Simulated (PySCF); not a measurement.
H6O2P2Si.

```xyz
11

O     -0.8270    -0.8377     1.5037
Si    -0.1694    -0.3359     0.0549
O     -0.3529    -1.4813    -1.1460
P      2.0804    -0.1385     0.2270
P     -1.2369     1.6274    -0.3331
H     -0.4576    -1.6466     1.8812
H     -1.2547    -1.6461    -1.4492
H      2.2181     0.4523    -1.0664
H      1.9992     1.1171     0.9044
H     -2.4964     1.0006    -0.6004
H     -0.8498     1.6428    -1.7096
```

Geometry: B3LYP-D3(BJ)/def2-SVP. This is a generated structure with no PubChem entry under its InChIKey; it may be hypothetical. One conformer was computed; it need not be the lowest.

The numbers are results of PBE/pcSseg-1 run with PySCF, not measurements. Non-relativistic, no solvent.

Computed absolute GIAO shielding of each atom: isotropic value and principal components (ppm):
| atom | σ(iso) | σ11 | σ22 | σ33 | span |
|---|---|---|---|---|---|
| O1 | 236.2 | 195.3 | 255.8 | 257.6 | 62.3 |
| Si2 | 308.0 | 292.7 | 308.4 | 322.9 | 30.2 |
| O3 | 215.0 | 173.7 | 220.6 | 250.8 | 77.2 |
| P4 | 553.8 | 502.8 | 577.3 | 581.3 | 78.6 |
| P5 | 543.9 | 494.1 | 547.1 | 590.4 | 96.4 |
| H6 | 29.2 | 22.7 | 24.2 | 40.7 | 18.0 |
| H7 | 29.2 | 23.2 | 24.4 | 40.0 | 16.8 |
| H8 | 29.4 | 25.1 | 27.2 | 35.8 | 10.8 |
| H9 | 29.5 | 25.0 | 27.5 | 36.0 | 11.0 |
| H10 | 29.2 | 24.7 | 26.6 | 36.2 | 11.5 |
| H11 | 29.6 | 25.5 | 27.6 | 35.8 | 10.3 |
